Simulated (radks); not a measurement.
Tl, 81 electrons, occupied as [Xe] 4f14 5d9 6s2 6p1 7p1 (not the ground configuration). Calculated with a radial shooting solver on a logarithmic mesh with Libxc functionals: scalar-relativistic Kohn-Sham, PBE, spin-polarised, spherical densities, finite nucleus; open shells are filled with parallel spins first (spin-orbit coupling, left out, can overturn this in heavy ions); Fermi nuclear charge, rms radius 5.4759 fm.

Local quantities along the radius. ELF = 1/(1 + alpha^2) is the electron localisation function; alpha = (tau - tau_W)/tau_unif compares the Pauli kinetic energy density with that of the uniform gas (summed over spins); s = |grad rho|/(2 (3 pi^2)^(1/3) rho^(4/3)) is the reduced gradient; -r V(r) is the screened charge that the Kohn-Sham potential of spin up presents (atomic units). tau is taken from the large components.

r (bohr)     ELF    alpha       s  -r V(r)
0.0007346  1.000  0.02113   1.069    80.67
0.001036   0.999  0.02278  0.8894    80.51
0.001462   0.999  0.02560  0.7621    80.27
0.002062   0.999  0.03039  0.6768    79.94
0.002885   0.999  0.03850  0.6272    79.50
0.00407    0.997  0.05385  0.6070    78.87
0.00574    0.993  0.08530  0.6165    78.01
0.008033   0.976   0.1557  0.6542    76.87
0.01133    0.895   0.3428  0.7116    75.32
0.01598    0.597   0.8222  0.7215    73.27
0.02255    0.337    1.403  0.5275    70.59
0.03155    0.477    1.046  0.2966    67.31
0.0445     0.727   0.6125  0.3290    63.13
0.06277    0.633   0.7611  0.4665    57.98
0.08855    0.348    1.368  0.3539    51.88
0.1239     0.603   0.8116  0.2190    45.21
0.1748     0.659   0.7192  0.4358    37.74
0.2465     0.283    1.591  0.3255    29.91
0.3478     0.664   0.7120  0.2068    22.38
0.4866     0.619   0.7840  0.4906    15.81
0.6865     0.320    1.458  0.4928    10.60
0.9683     0.625   0.7754  0.4251    6.851
1.355      0.538   0.9271  0.6710    4.230
1.911      0.368    1.311  0.8698    2.630
2.696      0.434    1.143   1.210    1.793
3.803      0.247    1.744   2.188    1.225
5.322      0.008    11.09   1.903   0.8264
7.507      0.273    1.631  0.2351   0.8334
10.59      0.479    1.042   1.686   0.7275
14.94      0.146    2.417   4.593   0.4766
20.9       0.005    14.23   17.68   0.2685

On this mesh the ELF has minima near r = 0.023, 0.089, 0.25, 0.69, 1.9, 5.3 bohr, which separate the shells, and maxima near 0.053 (0.73), 0.15 (0.71), 0.41 (0.72), 1.1 (0.64), 2.7 (0.43), 8.9 (0.48).
